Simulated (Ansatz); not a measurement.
Relaxation of In4Sb5H16²⁺, a cluster cut from zinc blende InSb (hydrogen-capped) (charge 2, doublet) with UKS r2SCAN-D4/def2-SVP in Ansatz.

Positions (Å) and forces (eV/Å) at steps 13, 14, 15, 16, 17, 18, 19, 20, 21, 22, 23, 24 of 28:

```xyz
25
step=13 energy=-53648.8438 eV
Sb    0.375   -3.175   -0.167   -0.027   -0.032    0.014
Sb    0.376   -0.196   -3.192   -0.011    0.016   -0.053
Sb   -2.826   -0.004   -0.014   -0.017    0.003   -0.001
Sb    0.372    0.173    3.167   -0.027   -0.011    0.043
Sb    0.371    3.188    0.204   -0.007    0.070   -0.011
In   -1.602   -1.865   -1.830    0.033   -0.019   -0.006
In    1.954   -2.151    2.149   -0.006   -0.011    0.005
In    1.883    2.149   -2.149   -0.015    0.010   -0.018
In   -1.624    1.817    1.854    0.029    0.002    0.018
H     1.497   -3.699   -1.327    0.007    0.005   -0.001
H    -0.321   -4.695    0.132    0.007    0.034   -0.005
H     1.537   -1.329   -3.693   -0.004    0.011    0.011
H    -0.288    0.105   -4.727    0.012   -0.010    0.047
H    -3.935   -0.912    0.893   -0.001    0.008   -0.007
H    -3.953    0.892   -0.909   -0.001   -0.007    0.008
H    -0.323   -0.114    4.692    0.014    0.009   -0.043
H     1.492    1.341    3.680   -0.002   -0.006   -0.006
H    -0.287    4.729   -0.084    0.020   -0.060    0.015
H     1.533    3.674    1.344   -0.014   -0.012   -0.020
H    -2.693   -2.748   -2.807    0.007    0.011    0.008
H     1.560   -3.309    3.325   -0.009    0.003   -0.002
H     3.113   -1.267    1.271    0.009   -0.003    0.004
H     1.411    3.313   -3.294   -0.011   -0.011    0.013
H     3.058    1.285   -1.275    0.008    0.004   -0.002
H    -2.717    2.796    2.733    0.008   -0.008   -0.012
25
step=14 energy=-53648.8509 eV
Sb    0.377   -3.176   -0.156   -0.038   -0.042    0.019
Sb    0.381   -0.198   -3.197   -0.010    0.015   -0.062
Sb   -2.828   -0.002   -0.020   -0.034    0.004    0.002
Sb    0.376    0.163    3.164   -0.041   -0.010    0.064
Sb    0.380    3.191    0.208   -0.008    0.089   -0.002
In   -1.593   -1.868   -1.822    0.055   -0.012   -0.002
In    1.912   -2.233    2.225    0.047    0.025   -0.032
In    1.814    2.222   -2.227    0.028   -0.015   -0.001
In   -1.620    1.805    1.853    0.048   -0.005    0.013
H     1.534   -3.624   -1.315   -0.003   -0.007    0.002
H    -0.301   -4.719    0.060    0.024    0.045   -0.007
H     1.591   -1.315   -3.615   -0.021    0.020    0.002
H    -0.252    0.022   -4.759    0.028   -0.009    0.056
H    -3.938   -0.907    0.888    0.008   -0.004    0.004
H    -3.964    0.890   -0.907    0.008    0.004   -0.004
H    -0.297   -0.033    4.714    0.025    0.006   -0.060
H     1.530    1.330    3.601   -0.005   -0.004   -0.002
H    -0.246    4.760    0.009    0.027   -0.071    0.008
H     1.589    3.597    1.331   -0.023   -0.011   -0.024
H    -2.679   -2.733   -2.819   -0.001    0.002    0.002
H     1.465   -3.378    3.396   -0.017    0.018   -0.017
H     3.126   -1.376    1.383   -0.045   -0.042    0.042
H     1.262    3.375   -3.349   -0.006   -0.039    0.042
H     3.048    1.397   -1.381   -0.047    0.044   -0.042
H    -2.703    2.809    2.713    0.001   -0.001   -0.004
25
step=15 energy=-53648.8556 eV
Sb    0.375   -3.180   -0.135   -0.017   -0.086   -0.011
Sb    0.384   -0.189   -3.204    0.029   -0.014   -0.094
Sb   -2.829   -0.001   -0.025    0.009    0.002    0.001
Sb    0.378    0.145    3.167   -0.031    0.008    0.079
Sb    0.389    3.199    0.203    0.019    0.087    0.016
In   -1.575   -1.868   -1.811    0.064   -0.008   -0.003
In    1.873   -2.315    2.303    0.095    0.049   -0.052
In    1.746    2.297   -2.307    0.061   -0.023    0.005
In   -1.608    1.790    1.851    0.058   -0.007    0.012
H     1.558   -3.583   -1.287   -0.016    0.011    0.015
H    -0.285   -4.742    0.007    0.023    0.072    0.007
H     1.634   -1.284   -3.568   -0.048    0.041    0.019
H    -0.220   -0.041   -4.787    0.023    0.002    0.076
H    -3.925   -0.913    0.892   -0.013    0.011   -0.011
H    -3.956    0.898   -0.915   -0.013   -0.010    0.011
H    -0.287    0.027    4.731    0.041    0.005   -0.081
H     1.561    1.305    3.546   -0.025   -0.017    0.001
H    -0.217    4.784    0.077    0.039   -0.075    0.010
H     1.642    3.540    1.303   -0.056   -0.005   -0.043
H    -2.649   -2.721   -2.830   -0.011   -0.005   -0.002
H     1.354   -3.443    3.463   -0.008    0.042   -0.041
H     3.148   -1.493    1.502   -0.116   -0.084    0.082
H     1.101    3.437   -3.400    0.020   -0.083    0.085
H     3.044    1.521   -1.496   -0.119    0.085   -0.084
H    -2.674    2.826    2.695   -0.007    0.003    0.000
25
step=16 energy=-53648.8613 eV
Sb    0.380   -3.192   -0.126   -0.014   -0.056   -0.015
Sb    0.391   -0.182   -3.216    0.025   -0.029   -0.061
Sb   -2.814   -0.002   -0.029   -0.027    0.005    0.005
Sb    0.383    0.132    3.172   -0.013    0.036    0.080
Sb    0.397    3.206    0.195    0.034    0.087    0.055
In   -1.550   -1.871   -1.810    0.044   -0.004   -0.005
In    1.850   -2.354    2.336    0.102    0.035   -0.042
In    1.710    2.328   -2.347    0.071   -0.011   -0.011
In   -1.588    1.782    1.849    0.023   -0.007    0.013
H     1.573   -3.577   -1.274   -0.030   -0.011    0.030
H    -0.291   -4.750    0.007    0.040    0.069   -0.010
H     1.657   -1.267   -3.558   -0.060    0.054    0.000
H    -0.217   -0.050   -4.798    0.036   -0.008    0.068
H    -3.922   -0.905    0.884    0.013   -0.010    0.009
H    -3.954    0.892   -0.908    0.012    0.010   -0.011
H    -0.283    0.041    4.737    0.032    0.000   -0.079
H     1.570    1.292    3.541   -0.026   -0.030   -0.006
H    -0.202    4.795    0.101    0.024   -0.066   -0.001
H     1.663    3.535    1.285   -0.054   -0.016   -0.053
H    -2.627   -2.718   -2.831   -0.010   -0.006   -0.005
H     1.281   -3.467    3.490    0.005    0.051   -0.051
H     3.157   -1.554    1.565   -0.126   -0.089    0.086
H     1.005    3.460   -3.413    0.037   -0.094    0.094
H     3.045    1.592   -1.557   -0.133    0.088   -0.091
H    -2.650    2.831    2.682   -0.005    0.004   -0.001
25
step=17 energy=-53648.8724 eV
Sb    0.387   -3.204   -0.109    0.030   -0.061   -0.037
Sb    0.400   -0.167   -3.226    0.043   -0.056   -0.050
Sb   -2.790   -0.004   -0.037    0.031   -0.002    0.003
Sb    0.396    0.122    3.178    0.031    0.014    0.031
Sb    0.416    3.220    0.194    0.048    0.021    0.040
In   -1.506   -1.876   -1.812   -0.010    0.001   -0.010
In    1.807   -2.413    2.387    0.070   -0.022    0.023
In    1.642    2.374   -2.407    0.063    0.050   -0.047
In   -1.556    1.771    1.849   -0.042    0.003    0.004
H     1.592   -3.622   -1.233   -0.025    0.025    0.023
H    -0.293   -4.755    0.014   -0.004    0.034    0.012
H     1.686   -1.220   -3.584   -0.038    0.034    0.026
H    -0.207   -0.052   -4.805   -0.008    0.013    0.023
H    -3.888   -0.912    0.884    0.001    0.007   -0.007
H    -3.924    0.897   -0.917    0.001   -0.004    0.008
H    -0.289    0.047    4.731    0.009    0.004   -0.023
H     1.598    1.264    3.556   -0.030   -0.017   -0.008
H    -0.186    4.804    0.120    0.008   -0.004    0.003
H     1.712    3.539    1.247   -0.042   -0.006   -0.033
H    -2.594   -2.717   -2.828    0.000   -0.004   -0.003
H     1.129   -3.491    3.522    0.047    0.082   -0.081
H     3.182   -1.671    1.683   -0.119   -0.077    0.074
H     0.812    3.487   -3.410    0.082   -0.119    0.118
H     3.055    1.730   -1.673   -0.152    0.083   -0.087
H    -2.616    2.847    2.653    0.005    0.001   -0.005
25
step=18 energy=-53648.8768 eV
Sb    0.396   -3.224   -0.103    0.003    0.044    0.008
Sb    0.408   -0.173   -3.248    0.018    0.050    0.068
Sb   -2.721   -0.018   -0.045   -0.044    0.035    0.004
Sb    0.409    0.114    3.168    0.004    0.039   -0.011
Sb    0.439    3.228    0.209    0.035   -0.015    0.005
In   -1.473   -1.905   -1.836    0.056    0.003    0.005
In    1.765   -2.485    2.441    0.046   -0.063    0.040
In    1.569    2.419   -2.477    0.024    0.051   -0.078
In   -1.555    1.773    1.864    0.011   -0.038    0.000
H     1.611   -3.639   -1.217   -0.032   -0.036    0.028
H    -0.322   -4.753    0.037    0.032   -0.022   -0.023
H     1.720   -1.195   -3.589   -0.037    0.022   -0.040
H    -0.224   -0.036   -4.813    0.027   -0.032   -0.029
H    -3.822   -0.918    0.879   -0.011    0.003   -0.006
H    -3.855    0.898   -0.911   -0.016   -0.014   -0.001
H    -0.294    0.064    4.711   -0.003   -0.001    0.030
H     1.602    1.262    3.550    0.001   -0.013    0.001
H    -0.156    4.813    0.150   -0.004    0.040    0.009
H     1.760    3.543    1.228   -0.012   -0.003   -0.012
H    -2.569   -2.740   -2.849   -0.003    0.011    0.017
H     0.992   -3.516    3.567    0.072    0.115   -0.120
H     3.207   -1.807    1.816   -0.129   -0.064    0.062
H     0.623    3.524   -3.395    0.133   -0.166    0.152
H     3.054    1.881   -1.796   -0.183    0.078   -0.081
H    -2.601    2.889    2.635    0.014   -0.023   -0.028
25
step=19 energy=-53648.8832 eV
Sb    0.406   -3.265   -0.086    0.005    0.096    0.013
Sb    0.410   -0.158   -3.282    0.023    0.017    0.074
Sb   -2.734   -0.021   -0.079   -0.009   -0.017    0.008
Sb    0.442    0.117    3.192   -0.011   -0.029   -0.088
Sb    0.475    3.257    0.218   -0.010   -0.012    0.032
In   -1.409   -1.903   -1.831   -0.045   -0.036   -0.027
In    1.737   -2.541    2.474    0.044   -0.055    0.087
In    1.518    2.438   -2.533    0.012    0.106   -0.104
In   -1.527    1.724    1.836   -0.054    0.015    0.070
H     1.617   -3.696   -1.194   -0.005   -0.024    0.017
H    -0.321   -4.789    0.055    0.001   -0.008   -0.022
H     1.726   -1.167   -3.636    0.000    0.016   -0.021
H    -0.224   -0.036   -4.847   -0.002   -0.010   -0.005
H    -3.839   -0.912    0.849    0.031   -0.017    0.017
H    -3.886    0.889   -0.926    0.039    0.018   -0.012
H    -0.272    0.083    4.731   -0.023    0.017    0.014
H     1.625    1.274    3.568    0.012    0.010   -0.010
H    -0.106    4.850    0.189   -0.017    0.011   -0.001
H     1.807    3.562    1.224    0.027   -0.017   -0.002
H    -2.542   -2.725   -2.815    0.020   -0.007   -0.002
H     0.879   -3.509    3.594    0.087    0.094   -0.110
H     3.236   -1.919    1.929   -0.137   -0.058    0.040
H     0.461    3.543   -3.331    0.185   -0.170    0.137
H     3.058    2.027   -1.884   -0.207    0.058   -0.085
H    -2.574    2.875    2.559    0.034    0.002   -0.022
25
step=20 energy=-53648.8969 eV
Sb    0.404   -3.228   -0.068   -0.024   -0.061   -0.045
Sb    0.414   -0.152   -3.256   -0.025   -0.070   -0.072
Sb   -2.728   -0.032   -0.074   -0.031   -0.001   -0.018
Sb    0.440    0.100    3.149   -0.016    0.012    0.032
Sb    0.482    3.243    0.229   -0.013    0.043    0.029
In   -1.411   -1.915   -1.838    0.001   -0.010    0.002
In    1.733   -2.571    2.499    0.058   -0.033    0.054
In    1.504    2.442   -2.577    0.002    0.136   -0.035
In   -1.540    1.712    1.849   -0.062    0.012    0.028
H     1.614   -3.684   -1.166    0.028    0.026   -0.002
H    -0.311   -4.762    0.040   -0.019    0.014    0.029
H     1.732   -1.150   -3.633    0.011    0.011    0.034
H    -0.214   -0.058   -4.828   -0.018    0.032    0.023
H    -3.829   -0.924    0.857    0.011   -0.012    0.007
H    -3.873    0.885   -0.924    0.012    0.010    0.002
H    -0.273    0.102    4.693    0.003   -0.002   -0.013
H     1.622    1.264    3.512    0.009    0.012   -0.013
H    -0.093    4.842    0.218    0.018   -0.021    0.002
H     1.828    3.528    1.223    0.014   -0.001   -0.008
H    -2.533   -2.749   -2.824    0.025    0.010    0.004
H     0.849   -3.510    3.613    0.071    0.053   -0.069
H     3.236   -1.964    1.956   -0.108   -0.052    0.051
H     0.415    3.568   -3.285    0.155   -0.136    0.077
H     3.047    2.086   -1.916   -0.146    0.047   -0.069
H    -2.552    2.923    2.526    0.043   -0.019   -0.029
25
step=21 energy=-53648.9077 eV
Sb    0.400   -3.237   -0.055   -0.006   -0.054    0.016
Sb    0.398   -0.147   -3.258   -0.010   -0.019   -0.046
Sb   -2.745   -0.046   -0.080   -0.003    0.006   -0.006
Sb    0.434    0.093    3.137   -0.005   -0.043    0.063
Sb    0.492    3.251    0.255   -0.003    0.059   -0.014
In   -1.401   -1.928   -1.834    0.029   -0.001   -0.019
In    1.734   -2.610    2.529    0.023    0.000   -0.001
In    1.481    2.460   -2.616   -0.002    0.080   -0.050
In   -1.559    1.688    1.854   -0.052    0.042    0.018
H     1.621   -3.683   -1.146    0.012    0.016   -0.011
H    -0.316   -4.772    0.047   -0.007    0.024    0.015
H     1.726   -1.136   -3.626    0.002    0.016    0.018
H    -0.233   -0.055   -4.829   -0.004    0.018    0.034
H    -3.836   -0.943    0.857   -0.005    0.003   -0.003
H    -3.882    0.882   -0.928   -0.006   -0.005    0.013
H    -0.275    0.118    4.684    0.022    0.003   -0.028
H     1.618    1.265    3.476   -0.012    0.012   -0.008
H    -0.071    4.856    0.258    0.030   -0.034    0.007
H     1.853    3.519    1.237   -0.002    0.002   -0.015
H    -2.497   -2.764   -2.846   -0.001    0.009    0.016
H     0.849   -3.542    3.639    0.012    0.016   -0.014
H     3.242   -2.018    2.006   -0.050   -0.015    0.020
H     0.404    3.601   -3.296    0.056   -0.073    0.048
H     3.032    2.162   -1.963   -0.065    0.003   -0.008
H    -2.507    2.984    2.473    0.046   -0.066   -0.042
25
step=22 energy=-53648.9109 eV
Sb    0.401   -3.254   -0.027    0.006   -0.012    0.019
Sb    0.385   -0.124   -3.264   -0.003    0.003   -0.003
Sb   -2.749   -0.071   -0.094    0.012    0.012   -0.003
Sb    0.433    0.055    3.134   -0.036    0.027    0.073
Sb    0.520    3.276    0.255   -0.039    0.026    0.029
In   -1.363   -1.944   -1.836   -0.017    0.019    0.002
In    1.720   -2.669    2.574    0.007    0.044   -0.013
In    1.451    2.501   -2.694   -0.043    0.038    0.054
In   -1.557    1.643    1.847   -0.046    0.137    0.030
H     1.631   -3.684   -1.116   -0.002   -0.021    0.007
H    -0.327   -4.784    0.074    0.008    0.014   -0.023
H     1.730   -1.095   -3.619   -0.005    0.021   -0.029
H    -0.261   -0.027   -4.828    0.011   -0.028    0.014
H    -3.833   -0.969    0.851   -0.008    0.006   -0.008
H    -3.885    0.868   -0.930   -0.013   -0.015    0.009
H    -0.270    0.116    4.684    0.024   -0.003   -0.034
H     1.603    1.252    3.442   -0.017   -0.012   -0.008
H    -0.022    4.888    0.284    0.024   -0.027    0.003
H     1.899    3.522    1.218   -0.008   -0.001   -0.018
H    -2.472   -2.775   -2.838    0.007   -0.002   -0.002
H     0.819   -3.573    3.685   -0.027   -0.034    0.016
H     3.233   -2.084    2.077    0.019   -0.005   -0.009
H     0.343    3.652   -3.289    0.034   -0.034   -0.023
H     2.986    2.250   -1.996    0.011    0.000   -0.030
H    -2.452    3.027    2.380    0.101   -0.153   -0.054
25
step=23 energy=-53648.9157 eV
Sb    0.403   -3.256   -0.028   -0.008    0.015   -0.008
Sb    0.386   -0.123   -3.264    0.003    0.003    0.012
Sb   -2.744   -0.066   -0.091   -0.009    0.008   -0.003
Sb    0.427    0.056    3.155   -0.008    0.015    0.029
Sb    0.506    3.278    0.254    0.001    0.022    0.008
In   -1.367   -1.938   -1.834    0.013   -0.011    0.001
In    1.719   -2.652    2.570    0.006    0.000   -0.008
In    1.452    2.502   -2.672   -0.013    0.025   -0.011
In   -1.545    1.646    1.845   -0.037    0.062    0.027
H     1.631   -3.691   -1.118   -0.002   -0.013    0.008
H    -0.329   -4.783    0.070    0.001    0.004   -0.012
H     1.731   -1.090   -3.628   -0.002    0.011   -0.015
H    -0.261   -0.030   -4.827    0.000   -0.011    0.004
H    -3.833   -0.963    0.850    0.003    0.000    0.001
H    -3.886    0.867   -0.926   -0.002   -0.001    0.004
H    -0.273    0.110    4.704    0.003    0.004   -0.017
H     1.596    1.253    3.462   -0.006   -0.009   -0.005
H    -0.031    4.889    0.278    0.004   -0.011    0.000
H     1.886    3.529    1.215    0.002   -0.008   -0.014
H    -2.473   -2.774   -2.836    0.002    0.000   -0.001
H     0.821   -3.576    3.670   -0.012   -0.013    0.014
H     3.232   -2.077    2.062    0.009    0.005    0.003
H     0.361    3.639   -3.317    0.014   -0.023    0.010
H     2.998    2.233   -2.004   -0.011   -0.001    0.001
H    -2.444    3.013    2.389    0.049   -0.073   -0.030
25
step=24 energy=-53648.9130 eV rejected
Sb    0.389   -3.249   -0.022    0.055    0.010   -0.010
Sb    0.394   -0.130   -3.282    0.020    0.044    0.014
Sb   -2.724   -0.059   -0.100   -0.019    0.009    0.006
Sb    0.417    0.054    3.166   -0.025    0.005    0.036
Sb    0.503    3.293    0.266    0.008    0.002   -0.039
In   -1.348   -1.937   -1.853   -0.044   -0.004    0.012
In    1.701   -2.650    2.581    0.006   -0.017    0.009
In    1.445    2.508   -2.689   -0.007   -0.023    0.003
In   -1.542    1.654    1.849   -0.023    0.000    0.001
H     1.631   -3.684   -1.095   -0.003   -0.014   -0.007
H    -0.339   -4.778    0.065    0.003    0.009    0.003
H     1.737   -1.093   -3.656    0.012   -0.006   -0.022
H    -0.274   -0.045   -4.836    0.010   -0.003    0.003
H    -3.785   -0.974    0.856    0.005   -0.003    0.003
H    -3.898    0.862   -0.903    0.007   -0.004   -0.002
H    -0.275    0.122    4.717    0.000    0.011   -0.013
H     1.603    1.236    3.460   -0.001   -0.008   -0.002
H    -0.013    4.911    0.303    0.010   -0.012    0.004
H     1.902    3.516    1.202    0.012    0.006    0.000
H    -2.464   -2.767   -2.847    0.001    0.002    0.004
H     0.800   -3.639    3.622   -0.007    0.017    0.035
H     3.219   -2.030    2.139   -0.010   -0.023   -0.029
H     0.327    3.605   -3.344   -0.010    0.030    0.004
H     2.993    2.256   -2.024   -0.016    0.002    0.005
H    -2.436    3.014    2.403    0.016   -0.030   -0.017
```

In the def2 sets In, Sb take a core potential; there is no spin–orbit coupling.
